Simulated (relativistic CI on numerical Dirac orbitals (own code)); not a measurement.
# d4 in a ligand field

Computed with a parametric ligand-field model of a d^n configuration (Racah B and C, spin-orbit zeta, crystal field), exact diagonalisation.

Field parameters in Wybourne normalisation: Oh B⁴₀ = 21Dq, B⁴₄ = √(5/14) B⁴₀; Td as Oh with Dq negative (B⁴₀ = 21Dq, B⁴₄ = √(5/14) B⁴₀). The field is a parameter set, without covalency.

Task: Lowest levels for B = 720, C = 2530, ζ = 200 cm⁻¹, Oh, 10Dq = 21000 cm⁻¹?

Result: A1 0 (S 1.00), T1 106 (S 1.00), E 295 (S 1.00), T2 297 (S 1.00), A2 5202 (S 2.00), T2 5205 (S 2.00), E 5208 (S 2.00), T1 5211 (S 2.00), A1 5214 (S 2.00) cm⁻¹, with S from ⟨S²⟩ = S(S + 1). The ground level has 0.03 electrons in the cubic e pair.

Task: Lowest levels for B = 480, C = 2240, ζ = 490 cm⁻¹, Oh, 10Dq = 31450 cm⁻¹?

Result: A1 0 (S 1.00), T1 289 (S 1.00), T2 759 (S 1.00), E 761 (S 1.00), T2 7196 (S 0.01), E 7729 (S 0.01), A1 16118 (S 0.01), A2 18351 (S 2.00), T2 18355 (S 2.00) cm⁻¹, with S from ⟨S²⟩ = S(S + 1). The ground level has 0.01 electrons in the cubic e pair.

Task: Lowest levels for B = 930, C = 4080, ζ = 750 cm⁻¹, Oh, 10Dq = 34100 cm⁻¹?

Result: A1 0 (S 1.01), T1 451 (S 1.01), E 1169 (S 1.01), T2 1182 (S 1.00), A2 10266 (S 2.00), T2 10288 (S 2.00), E 10309 (S 1.99), T1 10329 (S 1.99), A1 10348 (S 1.99) cm⁻¹, with S from ⟨S²⟩ = S(S + 1). The ground level has 0.04 electrons in the cubic e pair.

Task: Lowest levels for B = 640, C = 2820, ζ = 880 cm⁻¹, Oh, 10Dq = 22200 cm⁻¹?

Result: A1 0 (S 1.05), T1 611 (S 1.04), E 1457 (S 1.03), T2 1494 (S 1.01), A2 6399 (S 2.00), T2 6454 (S 1.99), E 6509 (S 1.97), T1 6551 (S 1.97), A1 6588 (S 1.97) cm⁻¹, with S from ⟨S²⟩ = S(S + 1). The ground level has 0.07 electrons in the cubic e pair.

Task: Lowest levels for B = 1010, C = 4900, ζ = 200 cm⁻¹, Td, 10Dq = -10200 cm⁻¹?

Result: A1 0 (S 2.00), T1 5 (S 2.00), T2 10 (S 2.00), E 157 (S 2.00), T1 159 (S 2.00), T2 260 (S 2.00), A2 10311 (S 2.00), T2 10311 (S 2.00), E 10312 (S 2.00) cm⁻¹, with S from ⟨S²⟩ = S(S + 1). The ground level has 2.00 electrons in the cubic e pair.
